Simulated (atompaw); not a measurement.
selenium: one change to a PAW (atompaw) potential, before and after

atompaw 4.2.0.5 input, output lines left out:

```
Se 34
GGA-PBESOL scalarrelativistic loggrid 1500 logderivrange -3 5 201
4 4 3 0 0 0
4 1 4
0 0 0
c
c
c
v
c
c
v
c
2
1.40 1.10 1.05 1.25
y
2.35
n
y
0.15
n
y
0.15
y
2.45
n
custom polynom vanderbiltortho besselshape
3 0 troulliermartins
1.40
1.40
1.40
1.35
1.40
1.40
```

All-electron outer shells of the reference configuration (PBEsol, scalar-relativistic, ld1.x):

```
shell  level (eV)  outermost node (bohr)  outermost maximum (bohr)
   3p     -152.76                   0.21                      0.50
   3d      -53.12                      –                      0.45
   4s      -17.29                   0.70                      1.51
   4p       -6.51                   0.74                      1.80
```

Change: wave 4p channel at 0.15 Ry: rc 1.35 bohr becomes 4p channel at 5.11 Ry: rc 1.35 bohr.

Cutoffs: the cutoffs (Ry, on a coarse ladder) from which the occupation-weighted sum of valence levels, in a spherical-Bessel basis at the reference potential, stays within 10 and 1 mRy of its value at 400 Ry; they do not see the model core or the augmentation charge, which bear on the density cutoff.

Q: What does the change do?

A: The potential gets neither clearly harder nor softer (35 Ry and 50 Ry → 30 Ry and 60 Ry); the bound ghosts move from d, s to d, p, s; the range in which the p phases agree widens (upper end 1.6 → at the end of the scan).

```csv
quantity,base,changed
"cutoff, loose",35 Ry,30 Ry
"cutoff, tight",50 Ry,60 Ry
loose cutoff by channel (10 mRy a level),"s 25 Ry, p 25 Ry","s 25 Ry, p 8 Ry"
bound ghosts,"s, d","s, p, d"
s: phases at 1.40 bohr within 0.05 rad from the reference energy up to (Ry; the scan ends near 5),to the end of the scan,to the end of the scan
p: phases at 1.40 bohr within 0.05 rad from the reference energy up to (Ry; the scan ends near 5),1.6,to the end of the scan
d: phases at 1.40 bohr within 0.05 rad from the reference energy up to (Ry; the scan ends near 5),to the end of the scan,to the end of the scan
lowest overlap eigenvalue by channel,"s 0.24, p 1.00, d 0.91","s 0.24, p 0.70, d 0.91"
```

 A true bound ghost makes a file unfit for plane-wave use even where its test errors are small: the radial tests pick states by their node count and pass the ghost by. The cutoffs see the waves, projectors and local potential, not the compensation charge or the core.
